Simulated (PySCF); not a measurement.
C₂H₆Se₂. Atoms are numbered in the order given.

```xyz
10

C      1.8684    -0.7620     1.0915
Se     1.1002     0.3741    -0.3111
Se    -1.1002    -0.3741    -0.3111
C     -1.8684     0.7620     1.0915
H      2.9395    -0.5119     1.1363
H      1.7459    -1.8205     0.8283
H      1.4021    -0.5478     2.0622
H     -2.9395     0.5119     1.1363
H     -1.7459     1.8205     0.8283
H     -1.4021     0.5478     2.0622
```
Charge 0, spin multiplicity 1.

Geometry: r2SCAN-D4/def2-SVP. Other conformers were not sampled.

The numbers are results of PBE0/pcSseg-1 (PySCF), not measurements.

GIAO shieldings, no solvent; atoms alike by connectivity are averaged. δ = σ(ref) − σ: ¹³C against TMS (σ = 186.3 ppm); ⁷⁷Se against Me2Se (σ = 1740.1 ppm); ¹H against TMS (σ = 31.56 ppm), references at their B3LYP-D3(BJ)/def2-TZVP geometries, non-relativistic.

```tsv
nucleus	atoms	count	δ (ppm)
¹³C	C1, C4	2	23.5
⁷⁷Se	Se2, Se3	2	280.5
¹H	H5, H6, H7, H8, H9, H10	6	2.40
```
